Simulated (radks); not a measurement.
Problem. Se11+, configuration [Ar] 3d5. Calculated with a radial shooting solver on a logarithmic mesh with Libxc functionals: scalar-relativistic Kohn-Sham, PBE, spin-polarised, spherical densities, finite nucleus; open shells are filled with parallel spins first; Fermi nuclear charge, rms radius 4.14 fm. Some entries of the table are withheld. Estimate them.

orbital,occ.,eigenvalue (eV),r(max) (bohr)
1s up,1,-12802.09,0.02880
1s down,1,-12802.08,0.02880
2s up,1,-1909.625,0.1645
2s down,1,-1902.907,0.1643
2p up,3,-1715.614,0.1318
2p down,3,-1710.603,0.1316
3s up,1,(1),0.4879
3s down,1,(2),0.4894
3p up,3,-422.2655,0.4809
3p down,3,-412.2199,0.4829
3d up,5,-323.2698,0.4151
3d down,0,-312.2358,0.4193

Solution. 
(1) 3s up eigenvalue (eV): -483.9188
(2) 3s down eigenvalue (eV): -473.9180
